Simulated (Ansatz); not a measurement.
The first iterations of a band of AlH3O2S + H4Si (12 atoms, charge 0, multiplicity 1).

Theory: RKS BLYP/cc-pVDZ (Ansatz).

```
movable images  : 7
climbing image  : yes
spring          : 5.0 eV/Å²
optimiser       : quadratic models (default)
start path      : through a guess of the saddle point
force threshold : 0.05 eV/Å
iteration limit : 60
end points      : relaxed
```

Initial state:

```xyz
12
Properties=species:S:1:pos:R:3
Al 0.611 -1.639 0.769
S 1.919 -2.612 -0.736
O 0.982 -1.587 2.469
O -0.862 -0.892 0.201
H 0.618 1.879 -0.710
Si -0.811 2.291 -0.928
H 1.055 -2.297 -1.753
H 1.808 -1.977 2.810
H -1.460 -0.508 0.871
H -1.437 1.456 -2.006
H -1.583 2.147 0.355
H -0.841 3.739 -1.341
```

Final state:

```xyz
12
Properties=species:S:1:pos:R:3
Al -0.071 -0.381 0.700
S 1.728 -1.223 -1.149
O 0.898 -0.187 2.156
O -0.913 -1.901 0.343
H 1.906 -0.070 -1.867
Si -0.816 1.762 -0.256
H 0.714 -1.659 -1.959
H 1.203 -0.986 2.626
H -1.683 -2.152 0.889
H -1.322 1.604 -1.675
H -1.942 2.407 0.519
H 0.297 2.785 -0.326
```

| iteration | highest image above the first end (eV) | largest band force component (eV/Å) |
| --- | --- | --- |
| 1 | 4.113 | 23.873 |
| 2 | 1.897 | 5.243 |
| 3 | 1.933 | 2.872 |
| 4 | 2.159 | 1.483 |
| 5 | 1.892 | 1.625 |
| 6 | 1.529 | 0.975 |
| 7 | 1.411 | 0.727 |
| 8 | 1.536 | 0.917 |

Problem. Does the band converge within its limit, and where does its top end?

Solution. It converged. It ended after 26 iterations with the highest image 1.459 eV above the first end. A vibrational analysis at the climbing image gives one clearly imaginary mode, 798i cm⁻¹: a first-order saddle point. The orbitals stay closed-shell, which can raise the energy where a bond breaks towards radicals; this wasn't checked here.

The run took 8.5 min on 2 threads of Arm Neoverse V2, with other jobs on the host, peak memory 0.18 GiB.
